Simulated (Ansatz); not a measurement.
Basis-set extrapolation for BH$_{5}$OSSi (`BO[SiH2]S`) (PBE0-D4/def2-TZVP geometry, frozen core, Ansatz). Multiplicity 1, RHF reference.

```json
{"": "HF", "def2-TZVPP": "-789.103330", "def2-QZVPP": "-789.129239"}
{"": "MP2 correlation", "def2-TZVPP": "-0.634957", "def2-QZVPP": "-0.686013"}
{"": "CCSD(T) correlation", "def2-TZVPP": "-0.708258", "def2-QZVPP": "not run"}
```

Energies in hartree. Use E(X) = E(∞) + A·exp(−7.88·√X) for Hartree–Fock and E(X) = E(∞) + B·X^(−2.97) for correlation, with X = 3 and 4, and add CCSD(T) minus MP2 of the smaller set to the MP2 limit.

Task: What is the CCSD(T) energy at the basis-set limit?

Result: HF limit: -789.129239 + (-0.025909) × 0.13774 = -789.13281. MP2 limit: -0.686013 + (-0.051056) × 0.74074 = -0.72383. Higher-order term: -0.708258 − (-0.634957) = -0.07330. Total: -789.92994 hartree, 310.7 kJ/mol below CCSD(T)/def2-TZVPP.
